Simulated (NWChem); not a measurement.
System: CH3FN2Zn; SMILES [F][Zn]1[NH]C=[NH]->1

```xyz
8

Zn     0.0012     0.4800     0.0000
F     -0.0021     2.2250     0.0000
C     -0.0013    -1.9098     0.0000
N     -0.0003    -1.1876    -1.1096
N     -0.0003    -1.1876     1.1096
H     -0.0030    -3.0047     0.0000
H     -0.0007    -1.6672    -1.9996
H     -0.0007    -1.6672     1.9996
```
Atoms are numbered in this order, from 1.

Program: NWChem. Medium grid unless said otherwise, to which SCAN and Minnesota functionals are sensitive. Structure relaxed at the B3LYP/6-31G* (spherical d) level. Hybrids' shares of exact exchange are those that their runs print; pure functionals count as 0. The functionals differ in more than this share.

| row | share of exact exchange | orbital gap (eV) |
|---|---|---|
| PBE/def2-SVP | 0.00 | 4.68 |
| OLYP/def2-SVP | 0.00 | 4.68 |
| B3LYP/def2-SVP | 0.20 | 6.41 |
| B3PW91/def2-SVP | 0.20 | 6.55 |
| B97-2/def2-SVP | 0.21 | 6.70 |
| MN15/def2-SVP | 0.44 | withheld |

Fit a straight line of the last column on the one before it, predict the withheld value, and compare with the run.


1. Means of the 5 shown rows: x = 0.122, y = 5.804. Slope Σ(x − x̄)(y − ȳ)/Σ(x − x̄)² = 0.4586/0.04968 = 9.230; intercept 4.678.
2. The shown rows scatter about the line by 0.064 (root mean square); the largest residual is -0.11, at B3LYP/def2-SVP.
3. At x = 0.44 (MN15/def2-SVP; beyond the shown range) the line gives 8.74.
4. The run gives 8.36, -0.38 from the line, 5.9 times the scatter.
